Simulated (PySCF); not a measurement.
Cl3H3OSi2, SMILES Cl[SiH2]O[SiH](Cl)Cl.

The structure is a stationary point at B3LYP-D3(BJ)/def2-SVP. This is a generated structure with no PubChem entry under its InChIKey; it may be hypothetical. The values are those of a single conformer.

Two levels are set side by side: PBE/def2-TZVP (PySCF) and ωB97X/def2-TZVP (PySCF). Same geometry, gas phase. Differences are taken from unrounded values.

```
quantity                       PBE
---------------------------  -----
orbital gap (eV)              6.73
highest occupied level (eV)  -7.72
lowest empty level (eV)      -0.99
dipole moment (D)             0.89
mean polarisability (bohr³)   86.3
```

### Question
These are the PBE values. What does ωB97X give? (An estimate is asked for; the answer gives what the named calculation found.)

### Answer

```csv
quantity,ωB97X,PBE minus ωB97X
orbital gap (eV),13.55,-6.82
highest occupied level (eV),-11.55,3.83
lowest empty level (eV),2.00,-2.98
dipole moment (D),0.99,-0.10
mean polarisability (bohr³),81.5,4.8
```

Without exact exchange PBE keeps part of each electron's self-repulsion, which lifts occupied levels and narrows the gap. PBE's more diffuse valence density responds more strongly to a field. Differences between two approximate levels are no errors against the true value.

Rough cost on one machine, each run with all the roots and properties that it gave: ωB97X against PBE within a factor of 2.
